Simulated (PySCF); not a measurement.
Working out the excitation energy of Mo

Mo [Kr] 4d5 5s1 (7S) → Mo [Kr] 4d4 5s2 (5D). Computed with PySCF 2.14 in aug-cc-pVDZ-PP with ECP28MDF, with a scalar-relativistic core potential. Frozen: 4s2 4p6. Energies in hartree (1 hartree = 27.21139 eV):

```json
{"part": "UHF", "Mo (lower)": "-67.344195", "Mo (upper)": "-67.261335"}
{"part": "MP2 opposite-spin", "Mo (lower)": "0.000000", "Mo (upper)": "-0.039687"}
{"part": "MP2 same-spin", "Mo (lower)": "-0.065320", "Mo (upper)": "-0.039760"}
```

Problem. What does Hartree-Fock give?

Solution. (-67.261335) − (-67.344195) = 0.082860 hartree = 2.255 eV.

Problem. What do MP2 and SCS-MP2 (6/5 opposite-spin, 1/3 same-spin) give?

Solution. The opposite-spin parts differ by -1.080 eV and the same-spin parts by 0.696 eV. MP2: 2.255 + (-1.080) + (0.696) = 1.871 eV. SCS-MP2: 2.255 + 1.2 × (-1.080) + (0.696)/3 = 1.191 eV.

A double-zeta basis recovers only part of the correlation energy.
